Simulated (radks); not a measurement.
Ta IV, configuration [Xe] 4f14 5d2. All-electron calculation, Dirac Kohn-Sham, B86b exchange with PBE correlation, spin-unpolarised, spherical densities, finite nucleus; open shells are shared between the two j in proportion to 2j + 1; Fermi nuclear charge, rms radius 5.3507 fm. Program: a radial shooting solver on a logarithmic mesh with Libxc functionals.

Radial electron density D(r) = 4 pi r^2 rho(r):

```
   r/bohr * D(r) (the largest magnitude, 132, reaches the edge; | marks zero)
  0.00292 |             *
 0.003372 |                *
 0.003895 |                   *
 0.004498 |                       *
 0.005195 |                          *
 0.005999 |                              *
 0.006984 |                                  *
 0.008066 |                                     *
 0.009315 |                                       *
  0.01076 |                                         *
  0.01242 |                                          *
  0.01435 |                                          *
  0.01657 |                                        *
  0.01914 |                                       *
   0.0221 |                                     *
  0.02552 |                                     *
  0.02948 |                                      *
  0.03432 |                                         *
  0.03963 |                                              *
  0.04577 |                                                   *
  0.05286 |                                                      *
  0.06104 |                                                      *
   0.0705 |                                                   *
  0.08142 |                                              *
  0.09403 |                                           *
   0.1086 |                                          *
   0.1254 |                                             *
    0.146 |                                                 *
   0.1686 |                                                 *
   0.1947 |                                            *
   0.2249 |                                   *
   0.2597 |                           *
   0.2999 |                        *
   0.3464 |                          *
   0.4001 |                             *
    0.462 |                             *
   0.5336 |                         *
   0.6162 |                  *
   0.7174 |            *
   0.8285 |         *
   0.9568 |       *
    1.105 |     *
    1.276 |    *
    1.474 |  *
    1.702 | *
    1.966 |*
     2.27 |*
    2.622 *
    3.052 *
    3.525 *
    4.071 *
    4.701 *
     5.43 *
     6.27 *
```

D(r) has 4 maxima, at r = 0.0128, 0.0573, 0.159, 0.426 bohr, and minima at 0.0249, 0.104, 0.302 bohr, inside which lie 2.03, 11.10, 29.89 electrons.
